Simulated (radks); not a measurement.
Task: Species: the neodymium ion Nd+. Configuration: [Xe] 4f4 6s1 (the NIST ground configuration). Method: scalar-relativistic Kohn-Sham, PBE, spin-polarised, spherical densities, finite nucleus; open shells are filled with parallel spins first (spin-orbit coupling, left out, can overturn this in heavy ions); Fermi nuclear charge, rms radius 4.9123 fm; computed with a radial shooting solver on a logarithmic mesh with Libxc functionals. Some entries of the table are withheld. Estimate them.

| orbital | occ. | eigenvalue (Ry) | <r> (bohr) |
|---|---|---|---|
| 1s up | 1 | -3190.080 | 0.02363 |
| 1s down | 1 | -3190.079 | 0.02363 |
| 2s up | 1 | -516.3170 | 0.1010 |
| 2s down | 1 | -516.3160 | 0.1010 |
| 2p up | 3 | -461.6262 | 0.08880 |
| 2p down | 3 | -461.6255 | 0.08880 |
| 3s up | 1 | -112.3573 | 0.2664 |
| 3s down | 1 | -112.2794 | 0.2663 |
| 3p up | 3 | -95.10575 | 0.2646 |
| 3p down | 3 | -95.02825 | 0.2644 |
| 3d up | 5 | -71.15867 | 0.2418 |
| 3d down | 5 | -71.09872 | 0.2416 |
| 4s up | 1 | -22.75434 | 0.6075 |
| 4s down | 1 | -22.54187 | 0.6073 |
| 4p up | 3 | -17.10627 | 0.6434 |
| 4p down | 3 | -16.89192 | 0.6431 |
| 4d up | 5 | -9.07650 | 0.7074 |
| 4d down | 5 | -8.85977 | 0.7074 |
| 5s up | 1 | -3.46165 | 1.468 |
| 5s down | 1 | -3.31884 | 1.482 |
| 5p up | 3 | -2.10066 | (1) |
| 5p down | 3 | -1.98568 | (2) |
| 6s up | 1 | -0.62923 | 3.972 |
| 4f up | 4 | -0.62571 | 1.090 |
| 4f down | 0 | -0.43543 | 1.151 |

Result: 
(1) 5p up <r> (bohr): 1.718
(2) 5p down <r> (bohr): 1.738
